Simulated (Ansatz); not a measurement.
ZnTe2, relaxed as a singlet with RKS B3LYP-D4/def2-TZVP in Ansatz, starting from the GFN1-xTB geometry. Force threshold 0.02 eV/Å.

In the def2 sets Te takes a core potential; there is no spin–orbit coupling. At PBE0-D4/def2-TZVP a triplet of charge 0 lies 0.07 eV below the restricted singlet, each at its own geometry. The structure comes from a short search, and lower isomers may exist.

Start:

Cartesian coordinates in Å:
```
Zn -0.053 -1.273 -0.440
Te 0.973 0.250 1.226
Te -0.920 1.024 -0.786
```

| step | energy (eV) | largest force component (eV/Å) | SCF passes |
| --- | --- | --- | --- |
| 1 | -63013.7149 | 0.962 | 19 |
| 2 (rejected) | -63013.6903 | 0.804 | 27 |
| 3 | -63013.7825 | 0.061 | 25 |
| 4 | -63013.7828 | 0.015 | 27 |

Force components are those of the run's own axes.

End:

Cartesian coordinates in Å:
```
Zn -0.052 -1.251 -0.432
Te 1.026 0.217 1.278
Te -0.974 1.034 -0.846
```

By distances, no bond broke or formed. The bond that changes most is Te2–Te3, from 2.87 to 3.03 Å (atoms count from 1).

No frequencies were taken in this run, so the end may be a saddle point.

Hardware: 4 threads of Arm Neoverse V1 on a shared host. Wall time 13 s.
